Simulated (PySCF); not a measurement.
CH6Hf, SMILES [CH3][HfH3], multiplicity 1.

The structure is a stationary point at r2SCAN-D4/def2-TZVP. The spin state was assumed, not searched. The def2 effective core potentials stand for the cores of Hf; spin–orbit coupling is left out.

Calculation: CAM-B3LYP/def2-TZVPD run with PySCF.

Symmetry labels are those of the subgroup Cs that the program uses (full group C3v).

Computed valence orbital energies around the gap with their symmetry:
```csv
orbital,symmetry,energy (eV)
HOMO−7,A',-38.25
HOMO−6,A',-20.76
HOMO−5,A",-12.91
HOMO−4,A',-12.91
HOMO−3,A',-10.95
HOMO−2,A',-9.59
HOMO−1,A",-9.59
HOMO,A',-9.48
LUMO,A",-0.57
LUMO+1,A',-0.57
LUMO+2,A',-0.26
LUMO+3,A',-0.02
```
